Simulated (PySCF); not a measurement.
FH8NSi3, SMILES N[SiH2][SiH2][SiH2]F.

The structure is a stationary point at PBE-D3(BJ)/def2-SVP. This is a generated structure with no PubChem entry under its InChIKey; it may be hypothetical. One conformer was computed; it need not be the lowest.

Vertical ionisation energy (IE) and electron affinity (EA) in eV. Rows of orbital energies are one-electron estimates. Where ΔSCF, EOM or ADC give a negative EA the extra electron is unbound and the value depends on the basis.

```json
[
 {"level": "−ε(HOMO), −ε(LUMO), HF/def2-TZVP (PySCF)", "IE": "10.21", "EA": "-2.33"},
 {"level": "−ε(HOMO), −ε(LUMO), PBE/def2-TZVP (PySCF)", "IE": "6.24", "EA": "1.58"}
]
```
